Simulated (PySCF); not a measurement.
## Radial density of Pt⁷⁰⁺ (platinum, charge +70)

B2PLYP, [He] 2s2 2p4, high-spin 3P determinant. Calculation: PySCF 2.14, in an even-tempered Gaussian basis (18 s from 48 bohr⁻², ratio 2.2; 13 p from 63 bohr⁻², ratio 2.2; 5 d from 250 bohr⁻², ratio 2.4; 5 f from 370 bohr⁻², ratio 2.4; 4 g from 550 bohr⁻², ratio 2.4); scalar relativity by spin-free X2C-1e.

| r (bohr) | 4πr²ρ (e/bohr) | 4πr²(ρα − ρβ) |
| --- | --- | --- |
| 0.0146 | 95.83 | 5.0251 |
| 0.0245 | 70.12 | 15.2610 |
| 0.0412 | 83.25 | 28.7046 |
| 0.0693 | 76.21 | 23.5812 |
| 0.117 | 16.21 | 4.7410 |
| 0.196 | 0.2890 | 0.0877 |
| 0.330 | 0.0001059 | 0.0000 |

Densities and radii are taken from the X2C orbitals without a picture-change correction, which distorts them close to the nucleus.

Spin-orbit coupling is strong in this species (close to jj coupling), so the high-spin LS determinant is a model state, not a physical level.
